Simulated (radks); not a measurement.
Ta15+, 58 electrons, occupied as [Kr] 4d10 4f11 5s1 (the NIST ground configuration).

Calculated with a radial shooting solver on a logarithmic mesh with Libxc functionals: scalar-relativistic Kohn-Sham, PBE, spin-unpolarised, spherical densities, point nucleus.

Energy parts (eV):
total: -422490.92
kinetic: 464475.06
electron-nucleus: -1024375.81
Hartree: 145660.46
exchange-correlation: -8250.62

Orbitals (lengths in bohr, moments of r in powers of bohr; <r^-3> diverges for s and p1/2; r(max) is where P^2 peaks; r(90%) holds 90 % of the orbital's charge):
orbital,occ.,eigenvalue (eV),r(90%),<r^-3>,r(max)
1s,2,-67705.45,0.0339,-,0.01167
2s,2,-11905.34,0.122,-,0.06684
2p,6,-10473.22,0.115,18750,0.05476
3s,2,-2979.650,0.300,-,0.1886
3p,6,-2553.678,0.306,4163,0.1865
3d,10,-2057.203,0.288,538.1,0.1519
4s,2,-860.4159,0.652,-,0.4274
4p,6,-719.1991,0.697,986.3,0.4473
4d,10,-538.3301,0.757,111.2,0.4570
5s,1,-346.1680,1.33,-,0.9108
4f,11,-335.4516,0.866,21.07,0.4247
5p,0,-300.7345,1.45,241.4,0.9873
6s,0,-190.7788,2.28,-,1.680

The highest occupied level is 4f at -335.45 eV. For comparison, the ionisation energy in NIST's Atomic Spectra Database is 363 eV (theoretical). In exact Kohn-Sham theory the highest level is minus the ionisation energy, but local and semilocal functionals leave it too shallow, through self-interaction and a potential that decays too fast; potentials with the right tail come closer. The density falls to 0.001 e/bohr^3 at r = 1.86 bohr. Summed over all electrons, <r^2> = 10.78 bohr^2, which gives a Langevin (diamagnetic) susceptibility term of -8.54 x 10^-6 cm^3/mol.

Beside tabulated values, note that spin-unpolarised runs miss the spin-polarisation part of the exchange energy of open shells.
